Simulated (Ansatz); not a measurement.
Ansatz (a quantum-chemistry and plane-wave program) input:

Ansatz 0.2 input:
```yaml
crystal:
  periodic: [false, false, false]
  atoms:
    - {symbol: W, position_ang: [-0.07158125, -0.12057567, -0.11825669]}
    - {symbol: O, position_ang: [1.60920670, 0.04019937, -0.28062879]}
    - {symbol: O, position_ang: [-0.24400457, -0.36686277, 1.68477580]}
    - {symbol: O, position_ang: [-0.70307555, 1.44198834, -0.31027264]}
basis:
  gaussian:
    orbitals: def2-TZVPD
hamiltonian:
  xc: {name: revPBE}
total_charge: 1
magnetization: {spin_polarized: true, initial_magnetization: 1}
output: {forces: true}
```

Q: Predict the final energy.

A: -292.59138 Eh (revPBE/def2-TZVPD). The basis has 163 functions.

The spin state was set by rule; other spins were not relaxed.
